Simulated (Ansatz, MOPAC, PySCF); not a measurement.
Pair of molecules: H2S (SMILES S) (first 3 atoms) with CH3I (SMILES CI); geometry from B3LYP-D3(BJ)/def2-TZVP.
(charge 0, multiplicity 1):
```xyz
8

S     -0.14422    -0.46619    -0.68131
H     -0.54897    -1.74027    -0.80641
H     -0.89930    -0.27559     0.41602
C      1.13492    -1.19411     2.94098
I     -0.93520    -0.80572     3.41155
H      1.35735    -2.19948     3.27915
H      1.23593    -1.09702     1.86539
H      1.72652    -0.45596     3.46989
```

Counterpoise-corrected where a basis set is named; no monomer relaxation.

The state that PM3, PM7 reach isn't checked; PM7 holds dispersion and hydrogen-bond terms.

Codes used: Ansatz (Gaussian orbitals); MOPAC for PM3, PM7 (differences of heats of formation); PySCF for the dispersion terms. Each number belongs to the level named beside it. In def2 rows elements past Kr take small-core potentials, without spin–orbit coupling.

Question: Estimate the interaction energy that PM7 returns for this input.

Answer: -30 meV

Question: What interaction energy does PBE0-D3(BJ)/def2-TZVPPD give?

Answer: -130 meV

Question: Estimate the interaction energy that PM3 returns for this input.

Answer: -1 meV

Ansatz is a first-principles code.
